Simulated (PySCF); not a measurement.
Gas-phase reaction: 2 SnF₃ + 2 F + 3 H₂S → 2 SnH₃F + 3 SF₂

Computed with PySCF and rigid-rotor harmonic-oscillator thermochemistry at 1 bar. † marks an energy on the PBE0/def2-TZVP geometry and frequencies. CCSD(T) freezes the core. Open shells (unrestricted): SnF₃ (multiplicity 2), F (multiplicity 2); the rest are closed-shell singlets. Spin-orbit splitting is ignored; it lowers the true energy and changes the entropy of F. Sn: scalar-relativistic def2 core potential, no spin-orbit coupling. SnF₃, SnH₃F: computed as isolated molecules; such fragments, hydroxides, amides, oligomers or adducts are transient or little studied in the gas. CCSD(T) isn't extrapolated to the basis-set limit.

```tsv
level	ΔH°(298 K), kJ
CCSD(T)/def2-SVP†	268
CCSD(T)/def2-TZVPP†	133
M06-2X/def2-TZVP†	[?]
PBE/def2-TZVP†	[?]
LDA/def2-TZVP†	[?]
ωB97M-V/def2-TZVP†	64
ωB97X-V/def2-TZVP†	75
```

### Question
Fill in the missing entries.

### Answer

- M06-2X/def2-TZVP†, ΔH°(298 K), kJ: 155
- PBE/def2-TZVP†, ΔH°(298 K), kJ: 47
- LDA/def2-TZVP†, ΔH°(298 K), kJ: -167
